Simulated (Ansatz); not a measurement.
Consider the ligand exchange at the Si–F bond: `FCN[SiH2]F` + HCl → `FCN[SiH2]Cl` + H–F.

Isolated molecules relaxed with PBE0-D4/def2-TZVP in Ansatz; ΔE leaves out vibrations. CCSD(T)/CBS adds triple-zeta CCSD(T) − MP2 to the extrapolated MP2 energy (def2 sets, frozen cores). This one scheme is used for every species. DFT in def2-TZVPP. B3LYP here is the variant with VWN-RPA as its local correlation; programs differ in this. One conformer a species, not always the lowest.

CCSD(T)/CBS gives +43.6 kJ/mol.

**Question.** Another level gave +38.4 kJ/mol. Which?
A. MP2/def2-TZVPP
B. PBE-D4/def2-TZVPP
C. B3LYP/def2-TZVPP
D. B3LYP-D4/def2-TZVPP

**Answer.** B. PBE-D4 38.4, B3LYP-D4 47.8, MP2/def2-TZVPP 43.4, B3LYP 53.1 kJ/mol.

Largest T1 diagnostic among the species: 0.011.

In def2-TZVPP, CCSD(T) changes the Hartree–Fock value by −9.0 kJ/mol (the triples alone add −2.0 kJ/mol) and MP2 by −14.1 kJ/mol. The D4 term adds −5.3 kJ/mol with B3LYP and −2.9 kJ/mol with PBE0; it sums over pairs of atoms, weighted by their polarisabilities, and B3LYP, whose exchange is more repulsive, gets the larger term.
